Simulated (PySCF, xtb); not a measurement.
(1-methylcyclobutyl)silane (C₅H₁₂Si), SMILES CC1([SiH3])CCC1.

GFN2-xTB (xtb) at its own geometry gives an orbital gap of 5.42 eV and a dipole moment of 0.23 D.

Geometry optimised at B3LYP-D3(BJ)/def2-SVP.

Q: What does PBE/def2-TZVP run with PySCF give? (Estimate from the structure and the level; the computed values follow.)

A: gap 6.41 eV (levels -6.52 and -0.11 eV), dipole 0.90 D.
